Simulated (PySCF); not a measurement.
Mo (molybdenum, neutral) across methods

[Kr] 4d4 5s1 6s1, high-spin 7D determinant (an excited configuration). Calculation: PySCF 2.14, in aug-cc-pwCVDZ-PP with ECP28MDF (6s6p5d3f, 70 functions); scalar relativity through the core potential.

```json
{"method": "PBEsol", "E (hartree)": "-67.5423", "mean ε 4d α (eV)": "-10.270", "mean ε 5s α (eV)": "-8.430", "mean ε 6s α (eV)": "-1.537", "Σ⟨r²⟩ (bohr²)": "123.2", "⟨S²⟩": "12.000"}
{"method": "CAM-B3LYP", "E (hartree)": "-67.5963", "mean ε 4d α (eV)": "-13.054", "mean ε 5s α (eV)": "-10.030", "mean ε 6s α (eV)": "-2.015", "Σ⟨r²⟩ (bohr²)": "124.8", "⟨S²⟩": "12.001"}
{"method": "UHF", "E (hartree)": "-67.14400", "mean ε 4d α (eV)": "-15.959", "mean ε 5s α (eV)": "-10.653", "mean ε 6s α (eV)": "-2.223", "Σ⟨r²⟩ (bohr²)": "128.4", "⟨S²⟩": "12.003"}
{"method": "PBE", "E (hartree)": "-67.6609", "mean ε 4d α (eV)": "-10.282", "mean ε 5s α (eV)": "-8.359", "mean ε 6s α (eV)": "-1.554", "Σ⟨r²⟩ (bohr²)": "123.2", "⟨S²⟩": "12.000"}
{"method": "r2SCAN", "E (hartree)": "-67.6869", "mean ε 4d α (eV)": "-10.715", "mean ε 5s α (eV)": "-8.615", "mean ε 6s α (eV)": "-1.501", "Σ⟨r²⟩ (bohr²)": "124.0", "⟨S²⟩": "12.001"}
{"method": "TPSSh", "E (hartree)": "-67.6291", "mean ε 4d α (eV)": "-10.949", "mean ε 5s α (eV)": "-8.563", "mean ε 6s α (eV)": "-1.592", "Σ⟨r²⟩ (bohr²)": "125.7", "⟨S²⟩": "12.001"}
{"method": "BP86", "E (hartree)": "-67.7208", "mean ε 4d α (eV)": "-10.346", "mean ε 5s α (eV)": "-8.514", "mean ε 6s α (eV)": "-1.600", "Σ⟨r²⟩ (bohr²)": "122.4", "⟨S²⟩": "12.000"}
{"method": "LDA", "E (hartree)": "-67.4806", "mean ε 4d α (eV)": "-10.286", "mean ε 5s α (eV)": "-8.591", "mean ε 6s α (eV)": "-1.543", "Σ⟨r²⟩ (bohr²)": "120.8", "⟨S²⟩": "12.000"}
{"method": "PBE0", "E (hartree)": "-67.6468", "mean ε 4d α (eV)": "-11.853", "mean ε 5s α (eV)": "-9.038", "mean ε 6s α (eV)": "-1.785", "Σ⟨r²⟩ (bohr²)": "124.6", "⟨S²⟩": "12.001"}
```

Energies and moments cover only the electrons outside the core potential. The outer electron is Rydberg-like, and this basis confines it to a smaller radius and binds it less than a complete one would.
